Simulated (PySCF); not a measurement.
**Static response to an electric field**

Compound: C4HF3O.
Structure used (GFN2-xTB), in Å, numbered top down from 1:
```xyz
9
C4HF3O angstrom
O      3.0110   -0.0919    1.2380
C      1.9387   -0.2812    0.8584
C      0.7328   -0.5376    0.4273
C     -0.2795    0.4656    0.1870
F      0.0583    1.7444    0.4297
C     -1.5125    0.2039   -0.2553
F     -2.4624    1.0974   -0.4853
F     -1.9333   -1.0319   -0.5221
H      0.4605   -1.5628    0.2334
```

Level: CAM-B3LYP/def2-SVPD (PySCF), static field, nuclei fixed, core orbitals frozen in the response. The polarisability tensor in these axes (au):

```
x   86.27  0.02 17.73
y    0.02 43.71  1.02
z   17.73  1.02 39.68
```

**Question.** Diagonalise the tensor; give its mean and Δα, where Δα² is half the sum of the squared differences of the eigenvalues.

**Answer.** Principal values 33.60, 43.80 and 92.25 au; mean 56.55 au = 8.38 Å³ = 9.32 × 10⁻⁴⁰ C²·m²/J; Δα = 54.27 au (96 % of the mean).

**Question.** What is the dipole moment, and where does it point?

**Answer.** (0.35, -1.54, -0.04) D, 1.58 D in size, pointing from the negative to the positive side. Measured along this direction, the outermost atoms are F5 and F7 at the negative end and H9 at the positive end.

**Question.** What would n − 1 = 2πNα be for an ideal gas of these molecules at 273.15 K and 1 atm, electronic part alone?

**Answer.** N = p/kT = 2.6868 × 10¹⁹ cm⁻³, so n − 1 = 2π × N × 8.38 × 10⁻²⁴ cm³ = 1415 × 10⁻⁶ at long wavelengths, for an ideal gas.

**Question.** What are the principal values of the traceless quadrupole moment, Θ = ½Σq(3rr − r²1), about the centre of nuclear charge?

**Answer.** -7.43, 3.49, 3.94 D·Å. The values depend on the origin, since the dipole doesn't vanish. The electronic extent ⟨r²⟩ about the same centre is 1075 bohr², a root-mean-square distance of 2.24 Å for the 60 electrons.

**Question.** Find the Langevin capture rate constant for NO+ (29.998 u) meeting this molecule (121.998 u), k = 2.342 × 10⁻⁹ cm³/s × √(α in Å³ / reduced mass in u).

**Answer.** The reduced mass is 24.08 u, so k = 1.38 × 10⁻⁹ cm³/s. The formula leaves out the permanent dipole, which adds to the capture rate.

**Question.** Rayleigh depolarisation ratio (linearly polarised light, static tensor)?

**Answer.** ρ = 3Δα²/(45ᾱ² + 4Δα²) = 8836.5/(143916 + 11782.0) = 0.0568.

The structure is a single GFN2-xTB conformer in the gas phase; no vibrational or solvent corrections.
